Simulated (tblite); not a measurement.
Compound: C6H13NSSi.
SMILES with atom numbers: `[H]/[N:1]=[C:2](\[CH2:3][CH2:4][S:5][SiH3:6])[CH:7]1[CH2:8][CH2:9]1` (hydrogens: H10 on N1; H11, H12 on C3; H13, H14 on C4; H15, H16, H17 on Si6; H18 on C7; H19, H20 on C8; H21, H22 on C9)

Cartesian coordinates in Å at the GFN2-xTB level; atoms count from 1:
```
atom  x, y, z in Å
N1    -1.4950    0.2285   -1.3756
C2    -0.9160   -0.1067   -0.3079
C3     0.5271   -0.5480   -0.1430
C4     1.3313   -0.5303   -1.4293
S5     3.0328   -1.1593   -1.1936
Si6    3.9094    0.3664    0.0285
C7    -1.6811   -0.0828    0.9556
C8    -3.1441   -0.4546    0.9254
C9    -2.7544    0.9632    1.1362
H10   -0.9292    0.1927   -2.2181
H11    0.5290   -1.5600    0.2729
H12    0.9964    0.1102    0.5951
H13    1.4045    0.4773   -1.8410
H14    0.8933   -1.1960   -2.1738
H15    3.5142    0.1696    1.4212
H16    5.3349    0.1895   -0.1677
H17    3.4009    1.6412   -0.4654
H18   -1.1155   -0.3699    1.8331
H19   -3.5464   -0.7220   -0.0384
H20   -3.5363   -1.0217    1.7559
H21   -2.8949    1.6454    0.3131
H22   -2.8712    1.4012    2.1160
```

Computed values, GFN2-xTB/tblite, gas phase, harmonic and unscaled. Against measured fundamentals such values can be off by several per cent, at times by over 20. Modes of hydrogen on silicon can be 10 to 20 % off. One conformer, not necessarily the lowest.

Harmonic wavenumbers (cm⁻¹): 28.0, 35.5, 67.2, 86.5, 103.9, 131.1, 183.6, 247.1, 251.1, 276.3, 371.2, 511.7, 539.2, 547.7, 559.5, 587.7, 740.1, 744.2, 768.0, 780.2, 791.8, 801.0, 825.6, 847.4, 870.8, 955.6, 971.8, 986.5, 1034.0, 1071.0, 1073.8, 1086.7, 1091.6, 1108.5, 1112.1, 1157.7, 1215.3, 1235.2, 1248.8, 1264.9, 1316.7, 1387.1, 1410.5, 1449.1, 1456.4, 1470.7, 1720.9, 2278.4, 2302.9, 2386.6, 2941.9, 2961.0, 2970.2, 2991.2, 3050.4, 3085.8, 3088.9, 3112.2, 3126.8, 3371.5.

A = 2747, B = 438.7, C = 408.6 MHz; mass 159.054 u (most abundant isotopes); point group C1, symmetry number 1.

Zero-point energy?

Half the sum of the wavenumbers: 38095 cm⁻¹ = 108.92 kcal/mol.

Entropy at 350 K, 1 bar (ideal gas, RRHO, classical rotation)?

Translation 41.92, rotation 31.34, vibration 46.31: S = 119.6 cal/(mol K).

And Cp and H(350 K) − H(0)?

Cp = 51.32 cal/(mol K), of which vibrations give 43.37 (their classical limit is 60 R = 119.2); H(350 K) − H(0) = 10.62 kcal/mol without the zero-point energy, 7.84 from vibrations.

How do the functions run with temperature in this model?

| T (K) | S (cal/(mol K)) | Cp (cal/(mol K)) | H − H(0) (kcal/mol) | G − H(0) (kcal/mol) | ln q(vib) |
| --- | --- | --- | --- | --- | --- |
| 100 | 78.0 | 22.4 | 1.58 | -6.21 | 3.41 |
| 200 | 96.6 | 32.7 | 4.32 | -14.99 | 7.08 |
| 300 | 112.1 | 45.1 | 8.21 | -25.43 | 10.41 |
| 500 | 140.7 | 67.2 | 19.57 | -50.77 | 16.80 |
| 800 | 177.1 | 87.7 | 43.09 | -98.63 | 25.87 |
| 1000 | 197.7 | 96.5 | 61.55 | -136.16 | 31.45 |

q(vib) and H(0) count from the zero-point level.

What must be added to the electronic energy to get the Gibbs energy at 350 K and 1 bar?

ZPE + [H(350 K) − H(0)] − T·S = 108.92 + 10.62 − 41.85 = 77.69 kcal/mol.

Blend soft modes into free rotors: weight 1/[1 + (100 cm⁻¹/ν̃)⁴] for the oscillator and the rest for a rotor with moment μB/(μ + B), μ = h/(8π²ν), B = 10⁻⁴⁴ kg m². What vibrational entropy results?

40.60 cal/(mol K) in place of 46.31, which changes −T·S at 350 K by +2.00 kcal/mol.

Hindered rotation and anharmonicity are outside this model. Other conformers, if any are populated, would add a mixing term that is left out. The structure is chiral; the term R ln 2 for an equal mix with its mirror image is left out.
